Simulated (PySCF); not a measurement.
CF2, quintet, geometry from GFN2-xTB of the parent state (a higher spin typed on purpose: for a closed-shell molecule this is an excited state) (in this run its highest filled SCF level lies above zero, so its values depend strongly on the basis, on diffuse functions most of all); PySCF with SVWN5/6-31G.

Input for PySCF:
```python
from pyscf import gto, scf, dft

mol = gto.M(
    atom='''
F    -1.029338   -0.228707    0.034055
C    -0.016846    0.589312    0.034684
F     1.040569   -0.164168   -0.057178
''',
    basis='6-31g',
    charge=0,
    spin=4,
    verbose=3,
)

mf = dft.UKS(mol)
mf.xc = 'lda,vwn'
mf.kernel()
mf.analyze()
```

What the program printed (banner, timings and long lists left out):

```
converged SCF energy = -235.434763193721  <S^2> = 6.0020713  2S+1 = 5.0008284
**** MO energy ****
                             alpha | beta                alpha | beta
MO #1   energy= -24.2525269943647  | -24.2247047578867  occ= 1 | 1
MO #2   energy= -24.2525151827636  | -24.2246934649397  occ= 1 | 1
MO #3   energy= -9.9030892673953   | -9.85860625452294  occ= 1 | 1
MO #4   energy= -1.30367915553371  | -1.25125701721322  occ= 1 | 1
MO #5   energy= -1.22717742267897  | -1.17271553003813  occ= 1 | 1
MO #6   energy= -0.688775636878618 | -0.637852561362932 occ= 1 | 1
MO #7   energy= -0.594969352164497 | -0.543482820119235 occ= 1 | 1
MO #8   energy= -0.56893514944287  | -0.494785295487358 occ= 1 | 1
MO #9   energy= -0.543151789274447 | -0.494246822461685 occ= 1 | 1
MO #10  energy= -0.4983955839288   | -0.437042990516195 occ= 1 | 1
MO #11  energy= -0.475059118295433 | -0.425158060158528 occ= 1 | 0
MO #12  energy= -0.298879054557155 | -0.147841773060304 occ= 1 | 0
MO #13  energy= -0.152502506068279 | -0.0297927114041896 occ= 1 | 0
MO #14  energy= 0.0877836643494903 | 0.172750112893157  occ= 1 | 0
MO #15  energy= 0.105090702365119  | 0.192111909347416  occ= 0 | 0
MO #16  energy= 0.426471418358562  | 0.475572531034896  occ= 0 | 0
MO #17  energy= 0.443023173266779  | 0.534512648125945  occ= 0 | 0
MO #18  energy= 0.452403778308049  | 0.542431985820137  occ= 0 | 0
MO #19  energy= 0.513886504545827  | 0.630927659921792  occ= 0 | 0
MO #20  energy= 0.934470079725438  | 0.987267625409603  occ= 0 | 0
MO #21  energy= 1.03867715202528   | 1.06877187166323   occ= 0 | 0
MO #22  energy= 1.07286411728408   | 1.10273502401636   occ= 0 | 0

To work with the spin densities directly, `use mulliken_meta_spin()` only printing them here.

 ** Mulliken spin pop alpha/beta on meta-lowdin orthogonal AOs **
 ** Mulliken Spin Density (per atom)  **
spin density of  0 F =      0.72991
spin density of  1 C =      2.54020
spin density of  2 F =      0.72989
 ** Mulliken pop alpha/beta on meta-lowdin orthogonal AOs **
 ** Mulliken atomic charges   ( Nelec_alpha | Nelec_beta ) **
charge of  0F =      0.09216  (     4.81887      4.08896 )
charge of  1C =     -0.18426  (     4.36223      1.82203 )
charge of  2F =      0.09210  (     4.81890      4.08901 )
Dipole moment(X, Y, Z, Debye):  0.05165, -1.81861, -0.10701
```
